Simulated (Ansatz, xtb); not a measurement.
**A ladder of methods for GaH2Cl (SMILES [Cl][GaH2])**

GaH2Cl, singlet, SMILES `[Cl][GaH2]`. Each level relaxes the structure for itself.

Each level gives the zero-point energy at each level's own minimum (kJ/mol). The values are calculated.

| level | kind | program | value (kJ/mol) |
| --- | --- | --- | --- |
| GFN1-xTB | semi-empirical | xtb | 36.8 |
| HF/STO-3G | Hartree–Fock | Ansatz | 43.1 |
| HF/3-21G | Hartree–Fock | Ansatz | 38.0 |
| HF/6-31G* (Cartesian functions) | Hartree–Fock | Ansatz | 39.0 |
| PBE/def2-SVP | GGA | Ansatz | 36.5 |
| B3LYP/6-31G* (Cartesian functions) | global hybrid | Ansatz | 37.0 |
| PBE0/aug-cc-pVDZ | global hybrid | Ansatz | 37.6 |
| MP2/6-31G* (Cartesian functions) | perturbation theory | Ansatz | 38.2 |

All-electron rows without a relativistic Hamiltonian named are non-relativistic. Harmonic and unscaled. The values span 36.5 to 43.1 kJ/mol. In the correlated wave-function rows the outer d shell of Ga is correlated, in sets not made for it. Without the sets that lack polarisation functions the rows with a basis span only 36.5 to 39.0 kJ/mol.
